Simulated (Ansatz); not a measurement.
Ansatz results at the PBE0-D4/def2-TZVP geometry: LUMO energy (PBE0/def2-TZVPP) -1.08 eV; LUMO energy (B3LYP/def2-TZVPP) -1.28 eV; HOMO–LUMO gap (PBE0/def2-TZVPP) 5.82 eV.

Each molecule was computed in one conformer, which needn't be the lowest.

Which molecule gave them?
A. `O[SiH2]I`
B. `C#CB[SiH2][SeH]`
C. `B/C=C(/B)N`
D. `O[SiH2]B(F)Cl`

B. The others give `O[SiH2]B(F)Cl`: -1.74, -1.93, 6.70; `B/C=C(/B)N`: -2.61, -2.79, 4.13; `O[SiH2]I`: -0.29, -0.53, 7.40.

B3LYP here is the variant with VWN-RPA as its local correlation; programs differ in this.
